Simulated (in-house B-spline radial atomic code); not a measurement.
Checks on a self-consistent run for Dy III (Dy2+), [Xe] 4f10. Level of theory: Dirac-Hartree-Fock, average of configuration, Fermi nucleus of rms radius 5.2218 fm; calculated with an all-electron radial atomic-structure program (B-spline basis).

| orbital | q | ε (Eh) | <1/r> | <r²> | small-component weight |
| --- | --- | --- | --- | --- | --- |
| 1s1/2 | 2 | -1988.97362 | 74.5526 | 0.00060929 | 0.060737 |
| 2s1/2 | 2 | -336.09047 | 17.8776 | 0.00944739 | 0.013517 |
| 2p1/2 | 2 | -318.88175 | 17.8107 | 0.00686269 | 0.013524 |
| 2p3/2 | 4 | -289.39755 | 15.6098 | 0.00808326 | 0.012485 |
| 3s1/2 | 2 | -77.12690 | 6.54797 | 0.0623697 | 0.0043418 |
| 3p1/2 | 2 | -69.62490 | 6.45055 | 0.0580803 | 0.0042687 |
| 3p3/2 | 4 | -63.38436 | 5.89472 | 0.0649098 | 0.0039832 |
| 3d3/2 | 4 | -50.66894 | 5.75932 | 0.0516004 | 0.0038408 |
| 3d5/2 | 6 | -49.32202 | 5.62195 | 0.0535047 | 0.0037578 |
| 4s1/2 | 2 | -16.57263 | 2.70844 | 0.317547 | 0.0013534 |
| 4p1/2 | 2 | -13.55374 | 2.59771 | 0.33424 | 0.001273 |
| 4p3/2 | 4 | -12.14850 | 2.41777 | 0.370545 | 0.0011785 |
| 4d3/2 | 4 | -7.14342 | 2.18932 | 0.426276 | 0.0009992 |
| 4d5/2 | 6 | -6.88349 | 2.14207 | 0.441543 | 0.00097046 |
| 5s1/2 | 2 | -2.69809 | 0.992412 | 1.98594 | 0.00025591 |
| 5p1/2 | 2 | -1.79086 | 0.878846 | 2.50442 | 0.00020544 |
| 5p3/2 | 4 | -1.60704 | 0.815522 | 2.84367 | 0.00018076 |
| 4f5/2 | 4.2857 | -0.99932 | 1.5959 | 0.893281 | 0.00058252 |
| 4f7/2 | 5.7143 | -0.96361 | 1.57274 | 0.929327 | 0.00056913 |

Electron-electron repulsion V_ee = 4465.8814 hartree.

Q: What total energy follows from the eigenvalues?

A: The eigenvalues count the repulsion twice, so E = Σqε - V_ee = -7695.047 - 4465.881 = -12160.929 hartree; the run printed -12160.929.

Q: Does the Dirac virial theorem hold?

A: For a point nucleus E = -2c²Σq·w, with w the small-component weight. Here Σq·w = 0.32374 and c = 137.0360, so the ratio E/(-2c²Σq·w) is 1.000155; the finite nucleus accounts for the departure from 1.

Q: What diamagnetic shielding (Lamb formula) and susceptibility (Langevin formula) do the radii give?

A: σ = (α²/3)Σq<1/r> = 453.99/(3·137.036²) = 8058.5 ppm, and χ = -0.79199×10⁻⁶·Σq<r²> = -29.88×10⁻⁶ cm³/mol with Σq<r²> = 37.728 bohr². Both are non-relativistic formulas without the paramagnetism of open shells; for so heavy an element the full relativistic shielding is larger by tens of per cent.
